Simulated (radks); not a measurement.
The mean radii <r> (bohr) of the occupied orbitals of an atom or ion are listed with their occupations. All-electron calculation, non-relativistic Kohn-Sham, RPBE, spin-polarised, spherical densities, point nucleus. Program: a radial shooting solver on a logarithmic mesh with Libxc functionals.

orbital  occ.     <r>
1s up       1  0.2704
1s down     1  0.2700
2s up       1   1.452
2s down     1   1.477
2p up       1   1.492

Name the element and its charge. Open shells, if any, are filled with parallel spins first.

Answer. Z = 6, carbon, charge +1: C+ in [He] 2s2 2p1. The 1s radius gives Z: for a bare nucleus <r> = 1.5/Z, 0.25 bohr for Z = 6, and screening makes it slightly larger (0.2704 here). The occupations add up to 5, and the charge is Z minus that.
